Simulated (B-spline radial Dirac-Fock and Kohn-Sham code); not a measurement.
## Kohn-Sham estimates against Dirac-Fock for the levels of Mo⁶⁺

System: Mo⁶⁺ in the configuration [Ar] 3d10 4s2 4p6.

The density-functional columns are spherical, spin-unpolarised Dirac-Kohn-Sham results without Breit or QED terms: −ε is minus the orbital energy of the initial state and ΔSCF the difference of two total energies. The reference in the last column comes from Dirac-Fock energy differences between relaxed states, corrected for Breit and QED terms. All numbers are from a radial atomic solver, in eV; a selection of levels is shown. The Kohn-Sham columns are given as differences from the reference. For the 1s level of heavy atoms much of the gap between ΔSCF and the reference is the Breit and QED part, -54.4 eV here; for other levels the error of the functional can be larger.

| level | PBE −ε − DF | PBE ΔSCF − DF | LDA −ε − DF | LDA ΔSCF − DF | Dirac-Fock |
| --- | --- | --- | --- | --- | --- |
| K | -201.7 | +76.2 | -229.2 | +47.9 | 20100.2 |
| L1 | -89.5 | -38.1 | -92.6 | -41.0 | 2974.2 |
| L2 | -67.7 | -5.1 | -68.6 | -6.0 | 2728.4 |
| L3 | -69.3 | -9.2 | -70.1 | -9.9 | 2623.4 |
| M1 | -46.0 | -25.2 | -47.1 | -26.3 | 607.8 |
| M2 | -37.1 | -16.1 | -37.4 | -16.4 | 513.7 |
| M3 | -36.9 | -16.3 | -37.2 | -16.6 | 495.9 |
| M4 | -21.3 | +0.3 | -21.0 | +0.6 | 329.9 |
| M5 | -21.4 | 0.0 | -21.1 | +0.4 | 326.7 |
| N1 | -14.5 | -4.4 | -14.4 | -4.3 | 159.1 |
| N2 | -8.3 | +1.3 | -8.1 | +1.5 | 127.4 |
| N3 | -8.2 | +1.2 | -8.1 | +1.3 | 124.5 |

For the outermost level NIST gives 125.638 ± 0.025 eV (semi-empirical); the differences from it are PBE −ε -9.42, PBE ΔSCF -0.01, LDA −ε -9.30, LDA ΔSCF +0.12, Dirac-Fock -1.18 eV.

Values without a named source are computed, but for edge energies of neutral atoms, which are taken from tables.
